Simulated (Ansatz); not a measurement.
Species: ZrO, charge -1, multiplicity 2. The spin state was set by rule; other spins were not relaxed. 
Geometry from a B3LYP-D3(BJ)/def2-TZVP (Ansatz, a program for electronic structure) optimisation:
```xyz
2

Zr     0.0000     0.0000    -0.2947
O      0.0000     0.0000     1.4736
```
Charge -1, spin multiplicity 2.

Total electronic energies in hartree. Valence correlation only, unless marked. Open shells are spin-unrestricted. Spin-orbit coupling is left out. The frozen core is the preceding noble-gas configuration, with the filled d and f shells of earlier blocks. In def2 rows, elements after Kr have scalar-relativistic effective core potentials. CBS marks a two-point X^-3 extrapolation of the correlation energy; Hartree-Fock from the larger set.

The UHF reference is spin-contaminated (<S^2> 0.60 over the pure value in the largest basis). The T1 diagnostic of CCSD in the largest basis is 0.094, which is high, so the coupled-cluster rows are less sure than usual.

```json
[
 {"level": "SVWN5/def2-TZVPD", "program": "Ansatz", "energy (Eh)": "-121.68968"},
 {"level": "PBE-D3(BJ)/def2-TZVPD", "program": "Ansatz + dftd3", "energy (Eh)": "-122.26658"},
 {"level": "revPBE-D4/def2-TZVPD", "program": "Ansatz + dftd4", "energy (Eh)": "___"},
 {"level": "r2SCAN-D3(BJ)/def2-TZVPD", "program": "Ansatz + dftd3", "energy (Eh)": "-122.30743"},
 {"level": "PBE0/def2-TZVP", "program": "Ansatz", "energy (Eh)": "-122.22544"},
 {"level": "BHLYP/def2-TZVPD", "program": "Ansatz", "energy (Eh)": "___"},
 {"level": "r2SCAN0-D4/def2-TZVPD", "program": "Ansatz + dftd4", "energy (Eh)": "-122.25219"},
 {"level": "HSE06/def2-TZVPD", "program": "Ansatz", "energy (Eh)": "-122.22272"},
 {"level": "wB97M-V/def2-TZVPD", "program": "Ansatz", "energy (Eh)": "-122.21450"},
 {"level": "B2GP-PLYP-D4/def2-TZVPD", "program": "Ansatz + dftd4", "energy (Eh)": "-122.06928"},
 {"level": "B2GP-PLYP/def2-TZVPD", "program": "Ansatz", "energy (Eh)": "-122.06849"},
 {"level": "SCS-MP2/def2-QZVPPD", "program": "Ansatz", "energy (Eh)": "-121.79071"},
 {"level": "CCSD(T)/def2-SVP", "program": "Ansatz", "energy (Eh)": "-121.61994"},
 {"level": "CCSD(T)/def2-TZVPP", "program": "Ansatz", "energy (Eh)": "-121.79869"},
 {"level": "CCSD(T)/CBS(def2-TZVPPD,def2-QZVPPD)", "program": "Ansatz", "energy (Eh)": "-121.8417"}
]
```

**Question.** Some entries are withheld; supply them.

**Answer.** 
- revPBE-D4/def2-TZVPD, energy (Eh): -122.35151
- BHLYP/def2-TZVPD, energy (Eh): -122.18536
